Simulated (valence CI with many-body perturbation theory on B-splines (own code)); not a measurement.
## Cs34+: key properties

Method: relativistic CI+MBPT: three valence electrons over a frozen Dirac-Fock core [Ar], a basis of 7 s, 7 p, 8 d, 6 f, 4 g, 1 h functions for each j, with the one-electron correlation potential Σ1 (screened to all orders), the two-electron term Σ2, the three-electron term Σ3, Breit, model QED; selected single and double excitations, second order for the rest, scaled by the run's own slope (own B-spline code, finite nucleus).

No measured spectrum was set against this ion. As an estimate, large intervals hold to a few tenths of a per cent, small ones and those within an open d or f shell to about a per cent. Only levels of the ground parity were solved; by the run's estimate the other parity begins above the list, which can be wrong where configurations are misplaced.

Levels are named by their leading jj configuration (3d3/2^4 stands for four electrons in 3d with j = 3/2), which in mixed levels can hold well under half, so a name can repeat and another be missing.

Rates and lifetimes use the calculated energies. Strong lines usually hold to 10 to 20 %, long lifetimes can be off by a factor of two.

(1) What is the ground level?

(2) What is the ionisation energy?

(3) How well does LS coupling describe the low levels?

## Answers

(1) (3d3/2^3) J=3/2, composition 63 % 3d3 4F + 28 % 3d3 2D + 6 % 3d3 2P, g = 0.597.

(2) 2230.6 eV; NIST lists 2230 ± 5 eV (theoretical).

(3) Among the lowest 19 levels the leading LS term, summed over configurations, holds 66 % on average. For single configurations the figures are 66 % in LS and 85 % in jj coupling. Terms mix most in the J = 3/2 level at 17.807 eV, where the leading one holds 42 %.
